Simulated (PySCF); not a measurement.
**Ne (neon, neutral) across methods**

[He] 2s1 2p6 3s1, high-spin 3S determinant (an excited configuration). Calculation: PySCF 2.14, in aug-cc-pCVTZ-DK with one added diffuse shell each of s, p, d, f type (8s7p5d3f, 75 functions); scalar relativity by spin-free X2C-1e.

```
 method  E (hartree)  mean ε 2p α (eV)  mean ε 2p β (eV)  mean ε 3s α (eV)  Σ⟨r²⟩ (bohr²)   ⟨S²⟩
    PBE    -127.5152           -25.946           -23.823            -2.921          27.36  2.001
r2SCANh    -127.4912           -28.227           -25.242            -3.222          27.55  2.002
  HSE06    -127.4834           -28.783           -25.689            -3.116          27.53  2.001
wB97X-V    -127.5362           -31.617           -28.908            -4.856          27.85  2.001
   TPSS    -127.5961           -26.310           -23.998            -2.877          27.95  2.001
    LDA    -126.8890           -26.044           -24.034            -2.980          27.14  2.001
   PBE0    -127.4696           -29.218           -26.121            -3.473          27.58  2.001
    UHF   -127.02970           -38.282           -31.728            -4.773          28.57  2.006
 r2SCAN    -127.5060           -27.054           -24.402            -3.022          27.57  2.002
```

The outer electron is Rydberg-like, and this basis confines it to a smaller radius and binds it less than a complete one would.
